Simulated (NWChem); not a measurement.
System: CH3ClMgS; SMILES C[S][Mg][Cl]

Here is an NWChem input.

```
start job
memory heap 200 mb stack 900 mb global 1100 mb
geometry units angstroms noautoz
  Mg     0.546785    -0.803776     0.003803
  Cl     0.842222    -2.986933    -0.002625
  S      0.289952     1.479959     0.008981
  C     -1.526388     1.726554    -0.014866
  H     -1.984079     1.349324    -0.939963
  H     -1.697059     2.810973     0.029723
  H     -2.022805     1.270958     0.853246
end
basis spherical
  Mg library def2-svp
  Cl library def2-svp
  S library def2-svp
  C library def2-svp
  H library def2-svp
end
dft
  xc xtpss03 ctpss03
  iterations 150
  mulliken
end
task dft energy
```

Output (shortened):

```
             Northwest Computational Chemistry Package (NWChem) 7.3.0
             --------------------------------------------------------

 C1  symmetry detected

                             Geometry "geometry" -> ""
                             -------------------------

 Output coordinates in angstroms (scale by  1.889725989 to convert to a.u.)

  No.       Tag          Charge          X              Y              Z
 ---- ---------------- ---------- -------------- -------------- --------------
    1 Mg                  12.0000     0.21877698    -0.49710719     0.00080459
    2 Cl                  17.0000    -0.11032902    -2.67545216    -0.00031037
    3 S                   16.0000     0.61313426     1.76694155    -0.00029405
    4 C                    6.0000    -1.06120182     2.51331106    -0.00018735
    5 H                    1.0000    -1.61964339     2.27943121    -0.91726489
    6 H                    1.0000    -0.92008894     3.60206324     0.04208764
    7 H                    1.0000    -1.65293527     2.21554738     0.87662752

 Effective nuclear repulsion energy (a.u.)     204.7927227045

                                 NWChem DFT Module
                                 -----------------

 Summary of "ao basis" -> "ao basis" (spherical)
 ------------------------------------------------------------------------------
       Tag                 Description            Shells   Functions and Types
 ---------------- ------------------------------  ------  ---------------------
 Mg                         def2-svp                 8       18   4s3p1d
 Cl                         def2-svp                 8       18   4s3p1d
 S                          def2-svp                 8       18   4s3p1d
 C                          def2-svp                 6       14   3s2p1d
 H                          def2-svp                 3        5   2s1p

            General Information
            -------------------
          SCF calculation type: DFT
          Wavefunction type:  closed shell.
          No. of atoms     :     7
          No. of electrons :    54
           Alpha electrons :    27
            Beta electrons :    27
          Charge           :     0
          Spin multiplicity:     1
          Use of symmetry is: off; symmetry adaption is: off
          Maximum number of iterations: 150
          AO basis - number of functions:    83
                     number of shells:    39
          Convergence on energy requested:  1.00D-06
          Convergence on density requested:  1.00D-05
          Convergence on gradient requested:  5.00D-04

              XC Information
              --------------
                  TPSS metaGGA Exchange Functional  1.000
             TPSS03 metaGGA Correlation Functional  1.000

             Grid Information
             ----------------
          Grid used for XC integration:  medium
          Radial quadrature: Mura-Knowles
          Angular quadrature: Lebedev.
          Tag              B.-S. Rad. Rad. Pts. Rad. Cut. Ang. Pts.
          ---              ---------- --------- --------- ---------
          Mg                  1.50       88          11.0       590
          Cl                  1.00       88          14.0       590
          S                   1.00       88          11.0       590
          C                   0.70       49          12.0       434
          H                   0.35       45          13.0       434
          Grid pruning is: on
          Number of quadrature shells:   448
          Spatial weights used:  Erf1

      Superposition of Atomic Density Guess
      -------------------------------------

 Sum of atomic energies:       -1095.32829591

      Non-variational initial energy
      ------------------------------

 Total energy =   -1096.318590
 1-e energy   =   -1923.287200
 2-e energy   =     622.175887
 HOMO         =      -0.290838
 LUMO         =      -0.065263

     ---------------------------------------------
      Total Density - Mulliken Population Analysis
     ---------------------------------------------

    Atom       Charge   Shell Charges
 -----------   ------   -------------------------------------------------------
    1 Mg  12    10.94   2.00  1.99  0.51  0.04  5.98  0.17  0.10  0.14
    2 Cl  17    17.61   2.00  1.99  1.23  0.71  5.94  2.22  3.51  0.00
    3 S   16    16.59   2.00  1.99  1.21  0.65  5.94  1.82  2.95  0.03
    4 C    6     6.19   1.99  0.94  0.25  1.92  1.07  0.03
    5 H    1     0.88   0.67  0.19  0.02
    6 H    1     0.89   0.67  0.19  0.02
    7 H    1     0.88   0.67  0.19  0.02

   convergence    iter        energy       DeltaE   RMS-Dens  Diis-err
 ---------------- ----- ----------------- --------- --------- ---------
 d= 0,ls=0.0,diis     1  -1098.1459983593 -1.30D+03  1.58D-02  3.81D-01
 d= 0,ls=0.0,diis     2  -1098.1316458910  1.44D-02  1.07D-02  3.95D-01
 d= 0,ls=0.0,diis     3  -1098.1923645431 -6.07D-02  2.48D-03  3.74D-02
 d= 0,ls=0.0,diis     4  -1098.1982431553 -5.88D-03  5.15D-04  1.28D-03
 d= 0,ls=0.0,diis     5  -1098.1984334034 -1.90D-04  1.44D-04  1.20D-04
  Resetting Diis
 d= 0,ls=0.0,diis     6  -1098.1984505974 -1.72D-05  3.27D-05  9.27D-06
 d= 0,ls=0.0,diis     7  -1098.1984519362 -1.34D-06  2.28D-05  5.09D-07
 d= 0,ls=0.0,diis     8  -1098.1984518116  1.25D-07  1.44D-05  1.27D-06
 d= 0,ls=0.0,diis     9  -1098.1984520204 -2.09D-07  9.69D-07  3.80D-09

         Total DFT energy =    -1098.198452020376
      One electron energy =    -1926.176388934696
           Coulomb energy =      700.267744898310
    Exchange-Corr. energy =      -77.082530688504
 Nuclear repulsion energy =      204.792722704515

 Numeric. integr. density =       53.999995992005

                       DFT Final Molecular Orbital Analysis
                       ------------------------------------

[...]
```

Level: TPSS/def2-SVP. Geometry: optimised at PBE0/def2-SVP.
